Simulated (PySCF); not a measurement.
# First-order multiplets

Mapped SMILES: `[CH2:1]=[C:2]([CH3:3])[BH-:4]1[NH2+:5][BH2-:6][NH2+:7]1`. Each H is labelled by its parent atom. Ha(N5), Ha(B6), Ha(N7) are cis to C2 on the ring; Ha(C1) is cis to C3; Hb(N5), Hb(B6), Hb(N7) are trans to C2 on the ring; Hb(C1) is trans to C3.

All values are calculated (PySCF 2.14.0 with density-fitted response routines): NMR shieldings at PBE0/pcSseg-1/GIAO, J: B3LYP/pcJ-1 (spin–dipole term only in couplings to heteroatoms), PBE0-D3(BJ)/def2-SVP structure. Gas phase, non-relativistic Hamiltonian, one computed conformer, rapidly exchanging positions averaged.

Shifts are taken against calculated references (same method and geometry level): $^{1}$H against TMS.

Spectrometer: 400 MHz for $^{1}$H. First-order analysis; couplings under 1 Hz (under 4 Hz in carbon signals) are ignored, and nearly equal couplings are merged; the smaller ones broaden or split the lines further.

Problem. What pattern does Ha(C1) show ($^{1}$H)?

Solution. A quintet at δ 5.42: 2.2 Hz to Hb(C1) and H(C3) (4 × $^{1}$H, 2 or 4 bonds away). Lines in Hz from the centre (relative intensity): +4.4 (1), +2.2 (4), +0.0 (6), -2.2 (4), -4.4 (1). The outer lines are 8.8 Hz apart, the sum of the couplings kept, or 0.022 ppm at this field.

Problem. What pattern does Hb(C1) show ($^{1}$H)?

Solution. A doublet of quartets at δ 4.84: 2.6 Hz to Ha(C1) (1 × $^{1}$H, 2 bonds away), 1.7 Hz to H(C3) (3 × $^{1}$H, 4 bonds away). Lines in Hz from the centre (relative intensity): +3.9 (1), +2.1 (3), +1.2 (1), +0.5 (3), -0.5 (3), -1.2 (1), -2.1 (3), -3.9 (1). The outer lines are 7.7 Hz apart, the sum of the couplings kept, or 0.019 ppm at this field.

Problem. What pattern does H(C3) show ($^{1}$H)?

Solution. A triplet at δ 1.80: 1.9 Hz to Ha(C1) and Hb(C1) (2 × $^{1}$H, 4 bonds away). Lines in Hz from the centre (relative intensity): +1.9 (1), +0.0 (2), -1.9 (1). The outer lines are 3.8 Hz apart, the sum of the couplings kept, or 0.009 ppm at this field.

OH/NH shifts are gas-phase values; hydrogen bonding in solution moves them, usually downfield. Hydrogens on boron are broadened and split by $^{11}$B (spin 3/2, 80 %) and 10B (spin 3).
